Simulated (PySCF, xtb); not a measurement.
C2H10O2Si2, SMILES O[SiH2][C@H](O[SiH3])C. The values are those of a single conformer.

Harmonic wavenumbers (cm⁻¹) from xtb 6.7.1 with GFN2-xTB at its own minimum, in rising order: 31, 45, 112, 135, 178, 204, 226, 291, 350, 427, 530, 590, 603, 616, 675, 736, 753, 772, 777, 812, 826, 847, 916, 991, 1019, 1106, 1128, 1265, 1312, 1400, 1486, 1501, 2210, 2244, 2258, 2320, 2322, 2892, 3004, 3030, 3039, 3629.

### Question
What does ωB97X-D3(BJ)/def2-SVP in PySCF give at its own minimum? (The exact figures need the calculation; the answer reports its results.)

### Answer
38, 71, 96, 138, 187, 201, 261, 336, 414, 455, 629, 651, 726, 730, 738, 800, 856, 910, 943, 952, 966, 979, 993, 1008, 1024, 1130, 1139, 1288, 1354, 1408, 1467, 1486, 2244, 2247, 2253, 2276, 2296, 3036, 3062, 3157, 3166, 3872. Paired by order, the mean absolute difference is 63 cm⁻¹ and the zero-point energies are 70.9 and 74.3 kcal/mol.
